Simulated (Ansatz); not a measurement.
`[F][GeH]([F])[Cl]`. Charge 0, multiplicity 1. Correlated methods include outer-core shells of Ge, which these sets cover unevenly. Scalar relativity is left out up to krypton.

```tsv
atom	x (Å)	y (Å)	z (Å)
F1	-0.259	0.029	-1.681
Ge2	-0.104	0.053	0.025
F3	-0.515	-1.529	0.537
Cl4	1.930	0.373	0.485
H5	-1.051	1.075	0.633
```

(1) Give the diagnostics of a CCSD(T)/def2-TZVPP run (frozen core, Ansatz). (Estimate.)

## Answers

(1) Ansatz gave: T1 = 0.0116, largest single amplitude 0.022, largest double 0.031, (T) share of the correlation energy 3.3 %, 9 CCSD cycles. The RHF solution is stable towards an unrestricted one. T1 lies under the customary mark of 0.02 for closed shells.
